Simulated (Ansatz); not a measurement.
Isolated molecules relaxed with PBE0-D4/def2-TZVP in Ansatz; ΔE leaves out vibrations. CBS: MP2 limit from def2 TZ/QZ plus the TZ coupled-cluster correction, frozen cores. Each species was taken in one conformer, which may not be the lowest.

Consider the redistribution: `COB[SiH3]` + `CBB(C)[SiH3]` → `CBBOC` + `CB([SiH3])[SiH3]`.

`COB[SiH3]`:

Cartesian coordinates in Å:
```
C -1.047 1.135 -1.468
O -0.110 0.269 -0.853
B -0.131 0.001 0.461
Si 1.261 -1.251 1.232
H -1.582 0.579 -2.241
H -0.506 1.958 -1.938
H -1.758 1.529 -0.737
H -0.981 0.516 1.147
H 2.060 -0.541 2.273
H 0.593 -2.400 1.911
H 2.201 -1.794 0.213
```

`CBB(C)[SiH3]`:

```xyz
15

C    -2.320   -0.096   -0.262
B    -0.996    0.742   -0.227
B     0.468    0.271    0.300
C     1.177    0.322    1.690
Si    1.477   -0.596   -1.249
H    -2.768   -0.101   -1.261
H    -3.045    0.435    0.371
H    -2.249   -1.122    0.102
H    -1.036    1.832   -0.751
H     0.884   -0.627    2.170
H     2.269    0.321    1.667
H     0.824    1.116    2.352
H     2.720    0.181   -1.529
H     1.880   -1.978   -0.852
H     0.712   -0.700   -2.523
```

`CBBOC`:

```xyz
13

C    -1.569   -0.409    1.221
B    -1.083    0.388   -0.030
B     0.349    1.269   -0.122
O     1.562    0.853   -0.542
C     1.788   -0.469   -0.980
H    -0.991   -0.277    2.137
H    -1.489   -1.471    0.933
H    -2.632   -0.262    1.434
H    -1.834    0.400   -0.975
H     0.323    2.430    0.220
H     0.866   -1.062   -0.973
H     2.522   -0.945   -0.327
H     2.187   -0.444   -1.996
```

`CB([SiH3])[SiH3]`:

Z-matrix (Å, degrees):
```
C
B 1 1.554
H 1 1.093 2 115.9
H 1 1.092 2 115.8 3 131.4
H 1 1.106 2 102.4 3 -114.2
Si 2 2.018 1 120.5 3 22.7
Si 2 2.018 1 122.0 3 -160.2
H 6 1.495 2 105.8 1 -94.2
H 6 1.489 2 113.7 1 148.2
H 6 1.491 2 113.5 1 23.5
H 7 1.494 2 107.2 1 -101.0
H 7 1.491 2 111.5 1 142.2
H 7 1.491 2 114.6 1 18.7
```

| species | MP2/def2-TZVPP energy (Eh) |
| --- | --- |
| `COB[SiH3]` | -431.14560 |
| `CBB(C)[SiH3]` | -420.56118 |
| `CBBOC` | -205.49693 |
| `CB([SiH3])[SiH3]` | -646.20125 |

Question: Work out ΔE.

Answer: ΔE = (-205.49693) + (-646.20125) − (-431.14560) − (-420.56118) = 0.00860 Eh = +22.6 kJ/mol. CCSD(T)/CBS gives +21.5 kJ/mol.

Largest T1 diagnostic among the species: 0.014.

In def2-TZVPP, CCSD(T) changes the Hartree–Fock value by +4.9 kJ/mol (the triples alone add +1.3 kJ/mol) and MP2 by +5.8 kJ/mol. From PBE to PBE0 (25 % exact exchange), in def2-TZVPP and without D4, ΔE moves by −3.4 kJ/mol.
